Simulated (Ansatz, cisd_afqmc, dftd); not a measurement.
System: CF2, charge 0, singlet. CF2 (SMILES F[C]F).
B3LYP-D3(BJ)/def2-TZVP minimum from Ansatz (a first-principles code):
```xyz
3

F     -1.0201    -0.2528     0.0305
C     -0.0313     0.5961     0.0011
F      1.0410    -0.1446    -0.0312
```
Charge 0, spin multiplicity 1.

Wanted: atomisation energy (electronic, to ground-state atoms), in kJ/mol. UHF or UKS for unpaired electrons; spin-orbit terms are left out. Correlated methods leave the cores frozen. Rows without X2C or -DK are non-relativistic. AFQMC is phaseless with a CISD trial state; ± is one standard error, without the phaseless bias. Outlying blocks are dropped, and bars are widened where a walk drifts. Over all cases where full CI ran beside it in this data, AFQMC minus full CI had a median of +0.1 mEh and passed +0.4 mEh in a tenth of the cases. CBS(X,Y): correlation extrapolated as X^-3, Hartree-Fock from the larger set (Q,5: extrapolated as (X+1)exp(-9√X)). A bracket is a step between two methods taken in the basis named. Functionals run without relativity, which enters their misses. Double hybrids freeze cores in their MP2 part. 'core' is core correlation in cc-pwCVTZ, 'X2C' scalar relativity in cc-pVTZ-DK, both at CCSD(T). The restricted determinant of CF2 (F[C]F, singlet) is unstable towards broken spin symmetry in at least one set run.

| level | program | atomisation energy (kJ/mol) | difference against the last row |
|---|---|---|---|
| HF/cc-pVTZ | Ansatz | 660.6 | -421.4 |
| r2SCAN-D4/def2-TZVPD | Ansatz + dftd4 | 1083.7 | 1.7 |
| CAM-B3LYP-D3(BJ)/def2-TZVPD | Ansatz + dftd3 | 1084.7 | 2.7 |
| wB97X-V/def2-TZVPD | Ansatz | 1085.3 | 3.3 |
| B2GP-PLYP-D3(BJ)/def2-TZVPD | Ansatz + dftd3 | 1060.4 | -21.6 |
| CCSD/cc-pVQZ | Ansatz | 1027.1 | -54.9 |
| CCSD/CBS(cc-pVTZ,cc-pVQZ) | Ansatz | 1038.9 | -43.1 |
| CCSDT(Q)/cc-pVDZ | Ansatz | 969.0 | -113.0 |
| CCSD(T)/CBS(cc-pVQZ,cc-pV5Z) + [AFQMC/CISD - CCSD(T)]/cc-pVDZ + core + X2C | Ansatz + cisd_afqmc | 1083.4 ± 1.2 | 1.4 |
| CCSD(T)/CBS(cc-pVQZ,cc-pV5Z) + [CCSDT(Q) - CCSD(T)]/cc-pVTZ + [CCSDTQ - CCSDT(Q)]/cc-pVDZ + core + X2C | Ansatz | 1082.0 | 0.0 |
